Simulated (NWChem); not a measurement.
Species: SiHOBr, singlet; SMILES Br[Si]O

```xyz
4

Si     0.6796     1.1598     0.0000
Br    -0.0668    -0.9944     0.0000
O     -0.8082     1.9550     0.0000
H     -0.7090     2.9278     0.0000
```
Atoms are numbered in this order, from 1.

Results from NWChem. Medium grid unless said otherwise, to which SCAN and Minnesota functionals are sensitive. Low-valent species are run as closed-shell singlets; no triplet was tried in these runs. All runs use the structure optimised with PBE-D3(BJ)/def2-SVP. B3LYP is NWChem's, with the RPA form of VWN correlation. Total energies of different functionals are on different scales.

```tsv
level	energy (Ha)	highest occupied level (eV)	orbital gap (eV)	dipole (D)
B3LYP/def2-TZVP	-2939.6290	-7.17	4.74	2.77
PBE/def2-TZVP	-2938.9701	-6.24	3.22	2.58
PBE0/def2-TZVP	-2939.0791	-7.36	5.10	2.71
LDA (Slater exchange, VWN5)/def2-TZVP	-2934.3544	-6.39	3.19	2.69
BHandHLYP/def2-TZVP	-2939.5335	-8.35	6.99	2.91
RPBE/def2-TZVP	-2939.3910	-6.20	3.23	2.53
PW6B95/def2-TZVP	-2941.0527	-7.43	5.25	2.76
r2SCAN/def2-TZVP	-2939.4999	-6.47	3.51	2.63
B3PW91/def2-TZVP	-2939.5279	-7.19	4.75	2.72
```
